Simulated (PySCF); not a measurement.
# Electron correlation in O (oxygen, neutral)

[He] 2s1 2p5, high-spin 3P determinant (an excited configuration). Computed with PySCF 2.14 in dyall-acv3z (15s9p4d2f, 76 functions), with scalar relativity by spin-free X2C-1e. Frozen: nothing; 8 electrons correlated; the 5 highest virtual orbitals of each spin left out.

```json
{"level": "CCSD", "correlation energy (mhartree)": "-267.16"}
{"level": "(T)", "correlation energy (mhartree)": "-16.08"}
{"level": "CCSD(T)", "correlation energy (mhartree)": "-283.24"}
```

Diagnostics: T1 = 0.020, D1 = 0.0587, largest double amplitude 0.199.

Question: Is a single reference adequate?

Answer: Not fully. A double-excitation amplitude exceeds 0.15, a sign of near-degeneracy.
